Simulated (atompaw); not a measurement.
Logarithmic derivatives: Pd (Z = 46), PAW (atompaw)

- Element: Pd
- Generator: atompaw 4.2.0.5
- Type: PAW
- Functional: PBE
- Relativity: scalar-relativistic
- Frozen core: [Ar] 3d10
- Valence charge: 18
- Reference configuration: 4s2 4p6 4d7 5s0 5p0 (charge +3)
- Partial waves: 4s (bound): rc 1.35 bohr; 5s (bound, empty): rc 1.90 bohr; 4p (bound): rc 1.25 bohr; 5p (bound, empty): rc 1.90 bohr; 4d (bound): rc 1.30 bohr; 4d channel at 0.75 Ry: rc 1.90 bohr
- Local potential: vpsmatchnc scheme with l = 3 at 0.5 Ry, radius 1.25 bohr
- Core correction: smooth core density matched at 1.40 bohr
- Augmentation charge: besselshape compensation charge, radius 1.80 bohr; PAW radius 1.90 bohr; waves and projectors: custom rrkj gramschmidtortho

The phase is arctan(r·u′/u) with u = r·R(r), unwrapped; energies in Ry, scanned from -11 to 5 Ry. A pole is an energy at which the radial function vanishes at the test radius. The pseudo phase is shifted by a multiple of π to meet the all-electron one at the reference energy, and phase errors are pseudo minus all-electron; the curves can meet again beyond the range given. Levels narrower than the energy grid can be missing from the lists of poles.

| channel | radius (bohr) | reference energy (Ry) | poles, all-electron | poles, pseudo | unbroken range about the reference energy with phases within 0.05 rad | phase error 1 Ry above the reference energy (rad) |
| --- | --- | --- | --- | --- | --- | --- |
| s | 1.91 | -2.25 | -9.08, 4.58 | -9.08, 3.70 | below 4.6 | -0.005 |
| p | 1.91 | -1.70 | -6.37 | -6.38, 0.06 | below -0.9 | -0.122 |
| d | 1.91 | -3.06 | -2.11 | -2.13, 3.83 | below 1.8 | -0.004 |

Note: ghost state, extra bound levels that the all-electron valence spectrum of the same l lacks: s at -157.7 eV. A true bound ghost makes a file unfit for plane-wave use.

Phases in the p channel:

| E (Ry) | all-electron | pseudo |
| --- | --- | --- |
| -11.00 | 1.367 | 1.361 |
| -10.76 | 1.363 | 1.356 |
| -10.52 | 1.358 | 1.351 |
| -10.28 | 1.352 | 1.345 |
| -10.04 | 1.346 | 1.339 |
| -9.80 | 1.339 | 1.331 |
| -9.56 | 1.332 | 1.324 |
| -9.32 | 1.323 | 1.314 |
| -9.08 | 1.313 | 1.304 |
| -8.84 | 1.300 | 1.291 |
| -8.60 | 1.285 | 1.275 |
| -8.36 | 1.266 | 1.255 |
| -8.12 | 1.239 | 1.227 |
| -7.88 | 1.200 | 1.186 |
| -7.64 | 1.135 | 1.119 |
| -7.40 | 1.004 | 0.983 |
| -7.16 | 0.610 | 0.576 |
| -6.92 | -0.704 | -0.717 |
| -6.68 | -1.358 | -1.358 |
| -6.44 | -1.540 | -1.543 |
| -6.20 | -1.623 | -1.626 |
| -5.96 | -1.671 | -1.675 |
| -5.72 | -1.704 | -1.709 |
| -5.48 | -1.729 | -1.735 |
| -5.24 | -1.750 | -1.756 |
| -5.00 | -1.768 | -1.775 |
| -4.76 | -1.785 | -1.792 |
| -4.52 | -1.801 | -1.809 |
| -4.28 | -1.817 | -1.825 |
| -4.04 | -1.834 | -1.841 |
| -3.80 | -1.851 | -1.858 |
| -3.56 | -1.869 | -1.876 |
| -3.32 | -1.888 | -1.895 |
| -3.08 | -1.909 | -1.915 |
| -2.84 | -1.933 | -1.938 |
| -2.60 | -1.960 | -1.964 |
| -2.36 | -1.990 | -1.993 |
| -2.12 | -2.026 | -2.028 |
| -1.88 | -2.068 | -2.068 |
| -1.64 | -2.119 | -2.119 |
| -1.40 | -2.181 | -2.183 |
| -1.16 | -2.259 | -2.271 |
| -0.92 | -2.357 | -2.401 |
| -0.68 | -2.484 | -2.621 |
| -0.44 | -2.648 | -3.075 |
| -0.20 | -2.855 | -3.953 |
| 0.04 | -3.101 | -4.666 |
| 0.28 | -3.364 | -5.035 |
| 0.52 | -3.610 | -5.290 |
| 0.76 | -3.817 | -5.523 |
| 1.00 | -3.981 | -5.770 |
| 1.24 | -4.108 | -6.037 |
| 1.48 | -4.206 | -6.313 |
| 1.72 | -4.284 | -6.569 |
| 1.96 | -4.345 | -6.787 |
| 2.20 | -4.396 | -6.962 |
| 2.44 | -4.437 | -7.100 |
| 2.68 | -4.472 | -7.208 |
| 2.92 | -4.502 | -7.294 |
| 3.16 | -4.528 | -7.363 |
| 3.40 | -4.551 | -7.419 |
| 3.64 | -4.571 | -7.466 |
| 3.88 | -4.588 | -7.505 |
| 4.12 | -4.604 | -7.539 |
| 4.36 | -4.619 | -7.569 |
| 4.60 | -4.632 | -7.594 |
| 4.84 | -4.644 | -7.616 |
